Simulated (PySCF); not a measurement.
**Structure revision by computed shifts**

A compound C4H7NOSi gives the data below (simulated from a calculation) and was assigned the structure `Nc1coc([SiH3])c1`.

13C{1H} NMR (computed): δ 161.0 (C), 152.1 (CH), 125.7 (CH), 116.6 (CH).

1H NMR (500 MHz, computed): δ 7.76 (m, 1H), 6.89 (m, 1H), 6.66 (m, 1H), 5.12 (s, 2H), 0.55 (br s, 2H).

All values are calculated (PySCF): geometry from GFN2-xTB, shieldings: GIAO PBE0/pcSseg-1. One conformer, non-relativistic Hamiltonian, rapidly exchanging positions averaged, no solvent.

References, each an isolated molecule treated in the same way: TMS for 1H (31.72 ppm), 13C (186.93 ppm).

Question: Compare with the shifts computed for the proposed structure, pairing carbons in order of shift.

Answer: Structure with atom numbers: `[NH2:1][c:2]1[cH:3][o:4][c:5]([SiH3:6])[cH:7]1`; H(Xn) means a hydrogen on atom n.

| atom | computed for proposal | given list | difference |
| --- | --- | --- | --- |
| C5 | 152.4 | 161.0 | -8.6 |
| C2 | 141.8 | 152.1 | -10.3 |
| C3 | 135.8 | 125.7 | +10.1 |
| C7 | 122.9 | 116.6 | +6.3 |

The rms difference is 9.0 ppm and the largest -10.3 ppm at C2 (aromatic carbon bearing nitrogen). The carbon types in order of shift don't match either: C, C, CH, CH for the proposal against C, CH, CH, CH in the data. The proposal doesn't fit.

Question: Which isomer fits?

Answer: SMILES N[SiH2]c1ccco1.

1. Carbon types of the structure: 1 × C, 3 × CH, leaving 4 H on heteroatoms.
2. δC 161.0: substituted aromatic carbon next to the ring oxygen.
3. δC 152.1: aromatic CH next to the ring oxygen.
4. δC 125.7, 116.6: aromatic CH.
5. δH 0.55: hydrogen on a nitrogen bonded to Si; exchangeable; this is the value without hydrogen bonding to other molecules.

Other isomers checked: CO/C(C#N)=C\[SiH3] (rms 33.2 ppm).

The shifts were computed for this structure.

OH/NH shifts are gas-phase values; hydrogen bonding in solution moves them, usually downfield. Shifts are as computed. Against solution values, carbons near 30 ppm lie about +3 ppm off and those near 130 ppm about +5 ppm (rms about the fit 2.1 ppm; single classes can miss by 10 ppm). Of 1328 compounds with measured shifts, 309 miss one by over three times the rms of a fit or turn the order of signals round; such compounds aren't used in these exercises. Signals without a measured value on file couldn't be tested in this way; 1H shifts scatter by 0.2 ppm about their fit, and single ones miss by 0.5 ppm. No couplings were computed; multiplicities are counted from neighbouring protons, with m where these are inequivalent, close in shift, in a saturated or five-membered ring or joined by F or P, and br s for small geminal =CH2 splittings.
